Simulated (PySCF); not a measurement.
Job file and geometry (Å, from GFN2-xTB) of an NMR shielding run on `C#CCC[C@H](C)BOC`, C₇H₁₃BO, GIAO PBE0/pcSseg-1 NMR shielding, non-relativistic, gas phase in PySCF 2.14.0, density-fitted response routines; density fitting, a coarse starting grid and PySCF grid level 2 are the driver's defaults:

```
$ OMP_NUM_THREADS=1 python probes_run.py task.json out

{"job": {"kind": "nmr", "xc": "PBE0", "basis": "pcSseg-1"}, "charge": 0, "multiplicity": 1}
C      3.443164     0.785506     1.749573
C      2.570139     0.715040     0.934038
C      1.496635     0.597727    -0.030334
C      0.616639    -0.620518     0.274319
C     -0.574750    -0.749755    -0.694676
C     -0.103611    -1.248665    -2.064348
B     -1.411924     0.623088    -0.793783
O     -2.175719     1.129942     0.165087
C     -2.399444     0.584188     1.441935
H      4.215303     0.859458     2.455442
H      0.886490     1.505931    -0.002958
H      1.928874     0.510258    -1.029998
H      1.231131    -1.524433     0.225580
H      0.248532    -0.531853     1.299288
H     -1.219815    -1.536661    -0.278596
H     -0.958835    -1.438701    -2.708713
H      0.464785    -2.172978    -1.966089
H      0.523887    -0.509970    -2.555931
H     -1.397753     1.278879    -1.769517
H     -2.398465    -0.508317     1.423703
H     -3.369861     0.940620     1.792669
H     -1.625811     0.929815     2.132460
```

**Question.** Write the output of this run.

**Answer.** 
```
coarse grid: 17840 points
cycle   1  E = -373.9401430130  dE =  9.915e-01  |g| = 6.630e-01  |ddm| = 4.183e+00
cycle   2  E = -373.8801257916  dE =  6.002e-02  |g| = 8.939e-01  |ddm| = 1.374e+00
cycle   3  E = -374.0326195665  dE = -1.525e-01  |g| = 1.464e-01  |ddm| = 7.557e-01
cycle   4  E = -374.0366331682  dE = -4.014e-03  |g| = 3.554e-02  |ddm| = 1.322e-01
cycle   5  E = -374.0369003475  dE = -2.672e-04  |g| = 1.268e-02  |ddm| = 3.968e-02
cycle   6  E = -374.0369315448  dE = -3.120e-05  |g| = 6.039e-03  |ddm| = 1.408e-02
cycle   7  E = -374.0369398549  dE = -8.310e-06  |g| = 1.882e-03  |ddm| = 4.921e-03
final grid: 170712 points
cycle   8  E = -374.1025232300  dE = -6.063e-05  |g| = 1.299e-02  |ddm| = 4.939e-02
cycle   9  E = -374.1024884780  dE =  3.475e-05  |g| = 1.879e-02  |ddm| = 2.264e-02
cycle  10  E = -374.1025590569  dE = -7.058e-05  |g| = 2.371e-03  |ddm| = 1.340e-02
cycle  11  E = -374.1025602657  dE = -1.209e-06  |g| = 5.163e-04  |ddm| = 2.015e-03
cycle  12  E = -374.1025603136  dE = -4.797e-08  |g| = 2.895e-04  |ddm| = 5.739e-04
cycle  13  E = -374.1025603327  dE = -1.910e-08  |g| = 5.797e-05  |ddm| = 2.241e-04
cycle  14  E = -374.1025603335  dE = -7.566e-10  |g| = 1.445e-05  |ddm| = 5.887e-05
converged SCF energy = -374.1025603335

GIAO shielding tensors (ppm)
atom      isotropic    diamagn.    paramagn.     s11        s22        s33       span
  0 C      112.311     257.729    -145.418     40.201     42.822    253.909    213.708
  1 C       96.887     256.896    -160.010     -7.843      1.370    297.133    304.976
  2 C      168.245     252.947     -84.702    152.779    171.508    180.447     27.668
  3 C      148.609     251.026    -102.417    132.189    144.287    169.351     37.161
  4 C      162.075     253.517     -91.443    147.546    158.694    179.984     32.438
  5 C      167.595     246.170     -78.576    148.065    169.378    185.341     37.276
  6 B       49.512     195.298    -145.786      3.703     52.064     92.769     89.067
  7 O      148.290     390.576    -242.286    -58.032    135.841    367.061    425.092
  8 C      130.587     247.257    -116.671    103.071    109.105    179.585     76.514
  9 H       30.368      34.162      -3.793     25.051     25.144     40.910     15.859
 10 H       30.040      31.151      -1.111     24.302     31.179     34.638     10.336
 11 H       29.221      29.151       0.070     23.049     30.836     33.779     10.731
 12 H       30.086      33.488      -3.402     26.141     29.881     34.236      8.095
 13 H       29.582      35.181      -5.599     25.183     30.531     33.031      7.848
 14 H       30.443      34.401      -3.958     25.195     30.371     35.763     10.569
 15 H       30.450      29.172       1.278     25.851     27.763     37.735     11.884
 16 H       30.836      29.966       0.871     26.783     28.734     36.991     10.208
 17 H       30.287      30.614      -0.327     25.840     29.829     35.194      9.354
 18 H       26.588      31.171      -4.583     24.553     25.484     29.726      5.173
 19 H       27.577      31.554      -3.977     24.137     27.192     31.403      7.266
 20 H       27.498      27.258       0.240     23.567     25.889     33.037      9.471
 21 H       27.634      31.237      -3.603     23.792     27.002     32.107      8.315
```

Size and cost of the density-fitted run: 218 basis functions, 79 s wall time on 1 thread of an Arm Neoverse N1, shared host; peak memory 1.1 GiB.
